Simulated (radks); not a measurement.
Values are calculated unless marked as measured or tabulated.
Ionisation of the thallium ion Tl+, [Hg], to Tl2+, [Xe] 4f14 5d10 6s1, under several functionals. Scalar-relativistic Kohn-Sham, spin-polarised, spherical densities, finite nucleus; open shells are filled with parallel spins first (spin-orbit coupling, left out, can overturn this in heavy ions); a radial shooting solver on a logarithmic mesh with Libxc functionals.

SCAN: E(Tl+) (hartree) -20243.5941; Exc (hartree) -379.6253; IE (eV) 20.624; -e(HOMO) (eV) 16.814; <r> HOMO (bohr) 2.373; IE error (eV) +0.195
exchange-only r2SCAN: E(Tl+) (hartree) -20237.8990; Exc (hartree) -373.7134; IE (eV) 19.159; -e(HOMO) (eV) 15.429; <r> HOMO (bohr) 2.406; IE error (eV) -1.269
MS2 meta-GGA: E(Tl+) (hartree) -20239.9850; Exc (hartree) -376.8033; IE (eV) 20.332; -e(HOMO) (eV) 16.214; <r> HOMO (bohr) 2.393; IE error (eV) -0.096
TASK exchange with Perdew-Wang LDA correlation: E(Tl+) (hartree) -20240.7223; Exc (hartree) -375.8495; IE (eV) 20.335; -e(HOMO) (eV) 17.074; <r> HOMO (bohr) 2.312; IE error (eV) -0.093
r2SCAN: E(Tl+) (hartree) -20242.8632; Exc (hartree) -378.7399; IE (eV) 20.383; -e(HOMO) (eV) 16.537; <r> HOMO (bohr) 2.372; IE error (eV) -0.045

NIST Atomic Spectra Database: 20.428 eV (measured). Closest: r2SCAN. The Delta-SCF values span 1.46 eV, the total energies 5.70 hartree. The highest occupied level is 6s.
